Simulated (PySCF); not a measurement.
Species: C8H9F3.
Atom-mapped SMILES: `[CH2:1]=[C:2](/[CH:3]=[CH:4]/[CH3:5])[C:6](=[CH2:7])[C:8]([F:9])([F:10])[F:11]` (hydrogens: H12, H13 on C1; H14 on C3; H15 on C4; H16, H17, H18 on C5; H19, H20 on C7)

The same species was optimised twice, with GFN2-xTB and with PBE0-D3(BJ)/def2-SVP (PySCF), and the same property calculations (PySCF, gas phase) were run on both structures.

```tsv
coordinate	GFN2-xTB	PBE0-D3(BJ)/def2-SVP	change
C2–C6 (Å)	1.477	1.492	+0.015
C3=C4 (Å)	1.331	1.342	+0.011
C1=C2 (Å)	1.337	1.344	+0.007
C6=C7 (Å)	1.327	1.333	+0.006
C2–C3 (Å)	1.457	1.463	+0.006
C6–C8 (Å)	1.509	1.506	-0.003
C4–C5 (Å)	1.489	1.489	0.000
C7–C6–C8 (°)	119.3	120.4	+1.1
C2–C6–C7 (°)	124.7	123.8	-0.9
C3–C4–C5 (°)	124.1	124.9	+0.8
C1–C2–C3 (°)	121.0	121.6	+0.6
C1–C2–C6 (°)	120.2	119.8	-0.4
C2–C3–C4 (°)	126.2	126.0	-0.2
C2–C6–C8 (°)	115.9	115.7	-0.2
C3–C2–C6 (°)	118.8	118.6	-0.2
C1–C2–C3–C4 (°)	-164	-178	-14
C1–C2–C6–C7 (°)	-132	-102	+30
C2–C6–C8–F9 (°)	157	176	+19
```

Rotational constants: A = 1927, B = 657.9, C = 591.6 MHz (GFN2-xTB) against A = 1624, B = 731.6, C = 656.8 MHz (PBE0-D3(BJ)/def2-SVP). Point groups within 0.08 Å: C1 and C1. End groups have turned between the structures, so F9, F10, F11 are left out of the comparison.

On the GFN2-xTB structure: HOMO (eV) -6.68 [PBE0/pcSseg-1]; LUMO (eV) -1.23 [PBE0/pcSseg-1]; dipole (D) 2.93 [PBE0/pcSseg-1]; GIAO shielding of C1 (ppm) 64.1 [PBE0/pcSseg-1]; GIAO shielding of C2 (ppm) 39.3 [PBE0/pcSseg-1]; GIAO shielding of C3 (ppm) 47.5 [PBE0/pcSseg-1]; GIAO shielding of C4 (ppm) 47.6 [PBE0/pcSseg-1]; GIAO shielding of C5 (ppm) 164.6 [PBE0/pcSseg-1]; GIAO shielding of C6 (ppm) 39.8 [PBE0/pcSseg-1]; GIAO shielding of C7 (ppm) 55.6 [PBE0/pcSseg-1]; GIAO shielding of C8 (ppm) 54.0 [PBE0/pcSseg-1].

What do these properties become on the PBE0-D3(BJ)/def2-SVP structure?

```json
{"property": "HOMO (eV)", "level": "PBE0/pcSseg-1", "on GFN2-xTB": "-6.68", "on PBE0-D3(BJ)/def2-SVP": "-6.68", "change": "0.00"}
{"property": "LUMO (eV)", "level": "PBE0/pcSseg-1", "on GFN2-xTB": "-1.23", "on PBE0-D3(BJ)/def2-SVP": "-0.98", "change": "+0.25"}
{"property": "dipole (D)", "level": "PBE0/pcSseg-1", "on GFN2-xTB": "2.93", "on PBE0-D3(BJ)/def2-SVP": "2.49", "change": "-0.44"}
{"property": "energy, GFN2-xTB geometry as zero (kcal/mol)", "level": "PBE0/pcSseg-1", "on GFN2-xTB": "0.0", "on PBE0-D3(BJ)/def2-SVP": "-2.2", "change": "-2.2"}
{"property": "GIAO shielding of C1 (ppm)", "level": "PBE0/pcSseg-1", "on GFN2-xTB": "64.1", "on PBE0-D3(BJ)/def2-SVP": "57.9", "change": "-6.2"}
{"property": "GIAO shielding of C2 (ppm)", "level": "PBE0/pcSseg-1", "on GFN2-xTB": "39.3", "on PBE0-D3(BJ)/def2-SVP": "35.3", "change": "-4.0"}
{"property": "GIAO shielding of C3 (ppm)", "level": "PBE0/pcSseg-1", "on GFN2-xTB": "47.5", "on PBE0-D3(BJ)/def2-SVP": "44.1", "change": "-3.4"}
{"property": "GIAO shielding of C4 (ppm)", "level": "PBE0/pcSseg-1", "on GFN2-xTB": "47.6", "on PBE0-D3(BJ)/def2-SVP": "44.8", "change": "-2.8"}
{"property": "GIAO shielding of C5 (ppm)", "level": "PBE0/pcSseg-1", "on GFN2-xTB": "164.6", "on PBE0-D3(BJ)/def2-SVP": "162.9", "change": "-1.7"}
{"property": "GIAO shielding of C6 (ppm)", "level": "PBE0/pcSseg-1", "on GFN2-xTB": "39.8", "on PBE0-D3(BJ)/def2-SVP": "36.9", "change": "-2.9"}
{"property": "GIAO shielding of C7 (ppm)", "level": "PBE0/pcSseg-1", "on GFN2-xTB": "55.6", "on PBE0-D3(BJ)/def2-SVP": "53.7", "change": "-1.9"}
{"property": "GIAO shielding of C8 (ppm)", "level": "PBE0/pcSseg-1", "on GFN2-xTB": "54.0", "on PBE0-D3(BJ)/def2-SVP": "56.7", "change": "+2.7"}
```

The heavy atoms differ by 0.491 Å rms after alignment. Among the bonds compared C2–C6 changes most (+0.015 Å). Changes are differences of the printed values. Neither structure is proved a minimum here.

The values belong to the conformer `[CH2:1]=[C:2](/[CH:3]=[CH:4]/[CH3:5])[C:6](=[CH2:7])[C:8]([F:9])([F:10])[F:11]`: C1–C2–C3–C4 -178°, C1–C2–C6–C7 -102°, C2–C6–C8–F9 176°.
